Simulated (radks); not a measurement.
Results of a calculation; reference values are marked as such.
Valence configurations of Cl (all share [Ne]). Code: a radial shooting solver on a logarithmic mesh with Libxc functionals. Model: Dirac Kohn-Sham, PBE, spin-unpolarised, spherical densities, finite nucleus; open shells fill j = l - 1/2 first; Fermi nuclear charge, rms radius 3.3654 fm. Energies are relative to 3s2 3p5; eigenvalues in eV.

[
 {"valence": "3s2 3p5", "E (eV)": "0.000", "e(3p1/2)": "-8.671", "e(3p3/2)": "-8.547", "e(3s1/2)": "-20.683"},
 {"valence": "3s1.5 3p5.5", "E (eV)": "6.083", "e(3p1/2)": "-8.952", "e(3p3/2)": "-8.826", "e(3s1/2)": "-21.020"},
 {"valence": "3s1 3p6", "E (eV)": "12.194", "e(3p1/2)": "-9.224", "e(3p3/2)": "-9.096", "e(3s1/2)": "-21.346"}
]

NIST lists [Ne] 3s2 3p5 as the ground configuration; this level of theory agrees among the configurations tried. The energies are those of spherical spin-averaged densities, not of single terms.
